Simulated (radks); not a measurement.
Problem. All-electron atom: Sm+ in [Kr] 4d10 4f6 5s2 5p5 6s1 6p1 (not the ground configuration). Method: scalar-relativistic Kohn-Sham, SCAN, spin-polarised, spherical densities, finite nucleus; open shells are filled with parallel spins first (spin-orbit coupling, left out, can overturn this in heavy ions); meta-GGA in the generalised Kohn-Sham scheme; Fermi nuclear charge, rms radius 5.0819 fm; computed with a radial shooting solver on a logarithmic mesh with Libxc functionals. Some entries of the table are withheld. Estimate them.

orbital,occ.,eigenvalue (hartree),<r> (bohr),<r^2> (bohr^2)
1s up,1,-1718.237,0.02274,0.0007050
1s down,1,-1718.234,0.02274,0.0007050
2s up,1,-281.9087,0.09695,0.01110
2s down,1,-281.9042,0.09695,0.01110
2p up,3,-251.3698,0.08547,0.008918
2p down,3,-251.3649,0.08547,0.008918
3s up,1,-62.44912,0.2546,0.07407
3s down,1,-62.36233,0.2543,0.07392
3p up,3,-52.83135,0.2532,0.07430
3p down,3,-52.74122,0.2529,0.07411
3d up,5,-39.81997,0.2312,0.06289
3d down,5,-39.74531,0.2308,0.06267
4s up,1,-12.96220,0.5792,0.3783
4s down,1,-12.74667,0.5795,0.3788
4p up,3,-9.78715,0.6132,0.4274
4p down,3,-9.56905,0.6136,0.4280
4d up,5,-5.32820,0.6711,0.5224
4d down,5,-5.09952,0.6720,0.5245
5s up,1,-2.08655,1.388,(1)
5s down,1,-1.96712,1.420,(2)
5p up,3,-1.31517,1.614,(3)
5p down,2,-1.20726,1.640,(4)
4f up,6,(5),0.9504,1.187
6s up,1,-0.41852,3.592,14.43
6p up,1,-0.26832,4.356,21.22

Solution. 
(1) 5s up <r^2> (bohr^2): 2.166
(2) 5s down <r^2> (bohr^2): 2.267
(3) 5p up <r^2> (bohr^2): 2.953
(4) 5p down <r^2> (bohr^2): 3.042
(5) 4f up eigenvalue (hartree): -0.59036
